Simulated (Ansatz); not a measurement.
**Relative stability**

Two relaxed structures of AlBH$_{4}$O$_{2}$, closed shell (PBE0-D4/def2-TZVP; forces vanish, vibrations not checked).

A:

O1  (-1.030, 0.060, 0.990)
B2  (1.316, 0.822, -0.916)
O3  (1.960, 1.820, -1.131)
Al4  (0.083, -0.840, -0.413)
H5  (-0.586, 0.251, 1.824)
H6  (-1.525, 0.845, 0.730)
H7  (0.759, -1.932, 0.523)
H8  (-1.053, -1.189, -1.464)
(Å)

B:

```
atom    x (Å)    y (Å)    z (Å)
  O1  -0.5361   1.7688   1.1286
  B2  -0.2135   0.7066   0.4486
  O3   0.1139  -0.2418  -0.2357
 Al4   0.4969  -1.9846  -1.0643
  H5  -0.9739   1.6808   1.9804
  H6   1.1875  -1.5114  -2.4256
  H7   1.4422  -2.6017   0.0721
  H8  -0.9971  -2.5562  -1.1497
```

Program: Ansatz 0.2.0. Basis: def2-TZVPP. Cores are frozen in the correlated methods. B3LYP uses VWN-RPA correlation.

Q: Which structure is lower at CCSD(T), and by how much? (To be estimated.)

A: The calculation gives: B, by 37.7 kJ/mol (electronic energy, against the other). By their contacts, A is AlBH₄O₂ ([O][B][AlH2][OH2]) and B is AlBH₄O₂ ([OH][B][O][AlH3]).

All methods give the same order:

| method | E(B) − E(A) (kJ/mol) |
| --- | --- |
| PBE-D4 | -41.4 |
| r2SCAN-D4 | -52.5 |
| PBE0-D4 | -46.7 |
| B3LYP-D4 | -55.5 |
| wB97M-V | -49.3 |
| HF | -76.3 |
| MP2 | -40.1 |
| CCSD | -43.1 |
| CCSD(T) | -37.7 |

The T1 diagnostic stays at or below 0.016.

Labels in which every atom is bracketed show which atoms are joined, not bond orders.

For scale, one of the runs: CCSD(T)/def2-TZVPP, 191 basis functions, launched by `ansatz run in.yaml --threads 2 --pin off --events-out ev --progress --plain --max-ram 4352MiB`. The run took 30 s on 2 CPU threads of an Intel Xeon Platinum 8488C (shared host), with 2.1 GiB of host memory at its peak.
